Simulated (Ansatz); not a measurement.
`B1C=NCS1`, 9 atoms. The species carries charge 0 and has multiplicity 1. All runs use 2 threads of an AMD EPYC 9B45 on a shared host. Correlated methods freeze the cores.

(1) How many basis functions does each run have, and how long does it take in Ansatz? RKS PBE0-D4/def2-TZVPP energy; RKS PBE0-D4/def2-TZVP relaxation (7 steps); RHF-CCSD(T)/def2-TZVPP energy; RHF-CCSD(T)/def2-SVP energy; RKS HSE06 (plane-wave form)-D4/def2-TZVPP energy; RKS PBE-QIDH (frozen core)/def2-TZVPP energy; RHF-MP2/def2-QZVPP energy; direct RPA on PBE orbitals/def2-TZVPP energy; RKS PBE0-D4/def2-TZVP frequencies; RKS ωB97M-V/def2-QZVPP energy; RKS ωB97X-V/def2-TZVPP energy; RKS PBE0-D4/def2-QZVPP energy. (Best estimate.)

Results:

(1) The calculation gave: Other jobs shared the machine, so times are rough.

| level | job | functions | wall time | peak host memory (GiB) |
| --- | --- | --- | --- | --- |
| RKS PBE0-D4/def2-TZVPP | energy | 222 | 1.6 s | 0.48 |
| RKS HSE06 (plane-wave form)-D4/def2-TZVPP | energy | 222 | 1.7 s | 0.51 |
| RHF-CCSD(T)/def2-SVP | energy | 94 | 2 s | 0.43 |
| direct RPA on PBE orbitals/def2-TZVPP | energy | 222 | 2.7 s | 0.54 |
| RKS PBE-QIDH (frozen core)/def2-TZVPP | energy | 222 | 3.2 s | 0.55 |
| RKS ωB97X-V/def2-TZVPP | energy | 222 | 3.8 s | 0.59 |
| RKS PBE0-D4/def2-QZVPP | energy | 418 | 4.4 s | 1.2 |
| RKS ωB97M-V/def2-QZVPP | energy | 418 | 9 s | 1.4 |
| RHF-MP2/def2-QZVPP | energy | 418 | 12 s | 2.3 |
| RKS PBE0-D4/def2-TZVP | relaxation (7 steps) | 185 | 15 s | 0.45 |
| RHF-CCSD(T)/def2-TZVPP | energy | 222 | 37 s | 3.6 |
| RKS PBE0-D4/def2-TZVP | frequencies | 185 | 72 s | 0.46 |
